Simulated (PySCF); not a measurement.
A structure optimised at B3LYP-D3(BJ)/def2-SVP, used in a PySCF frequency run:

```xyz
13

O      2.3467    -2.3467    -2.3467
C      1.6726    -1.6726    -1.6726
N      0.9793    -0.9793    -0.9793
Si     0.0000     0.0000     0.0000
N     -0.9793    -0.9793     0.9793
C     -1.6726    -1.6726     1.6726
O     -2.3467    -2.3467     2.3467
N     -0.9793     0.9793    -0.9793
C     -1.6726     1.6726    -1.6726
O     -2.3467     2.3467    -2.3467
N      0.9793     0.9793     0.9793
C      1.6726     1.6726     1.6726
O      2.3467     2.3467     2.3467
```

**Question.** Write its SMILES, formula and point group.

**Answer.** O=C=N[Si](N=C=O)(N=C=O)N=C=O, C4N4O4Si, Td

**Question.** What are its rotational constants (standard atomic weights)?

**Answer.** 0.46746, 0.46746, 0.46746 GHz
